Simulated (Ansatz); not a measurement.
The first iterations of a band of BClH3N + BrH (8 atoms, charge 0, multiplicity 1).

All numbers below come from Ansatz, RKS PBE-D4/def2-SVP.

- movable images: 7
- climbing image: yes
- spring: 5.0 eV/Å²
- optimiser: lbfgs
- start path: through a guess of the saddle point
- force threshold: 0.03 eV/Å
- iteration limit: 60
- end points: relaxed

Image 0:

```xyz
8
Properties=species:S:1:pos:R:3
B -0.015 0.363 0.179
N 0.027 0.155 1.571
H -0.825 0.022 2.119
H 0.862 0.342 2.133
Cl 1.468 0.786 -0.687
H -1.052 0.233 -0.431
Br 0.529 -3.312 1.441
H 0.331 -1.869 1.455
```

Image 8:

```xyz
8
Properties=species:S:1:pos:R:3
B 0.043 -0.512 0.198
N 0.169 -0.152 1.779
H -0.667 -0.471 2.293
H 0.290 0.864 1.919
Cl 1.596 0.125 -0.557
H -0.964 0.028 -0.223
Br -0.132 -2.528 0.194
H 0.991 -0.635 2.179
```

| iteration | highest image above the first end (eV) | largest band force component (eV/Å) |
| --- | --- | --- |
| 1 | 3.190 | 7.908 |
| 2 | 2.368 | 5.953 |
| 3 | 1.989 | 2.816 |
| 4 | 1.218 | 2.720 |
| 5 | 1.006 | 2.162 |
| 6 | 0.798 | 3.214 |
| 7 | 0.717 | 1.065 |
| 8 | 0.651 | 1.476 |
| 9 | 0.632 | 0.718 |
| 10 | 0.608 | 1.441 |
| 11 | 0.600 | 0.606 |
| 12 | 0.590 | 1.078 |
| 13 | 0.584 | 0.500 |
| 14 | 0.576 | 1.083 |
| 15 | 0.572 | 0.485 |
| 16 | 0.570 | 0.439 |
| 17 | 0.558 | 1.630 |

**Question.** Does the band converge within its limit, and where does its top end?

**Answer.** The forces met the threshold. It ended after 52 iterations with the highest image 0.498 eV above the first end. Another band between the same ends (7 images) ends at a top of the same energy, where a vibrational analysis finds 1 clearly imaginary mode. The orbitals stay closed-shell, which can raise the energy where a bond breaks towards radicals; this wasn't checked here.

Time of the run: 9.1 min on 2 threads of Arm Neoverse V2, on a shared host, peak memory 0.14 GiB.
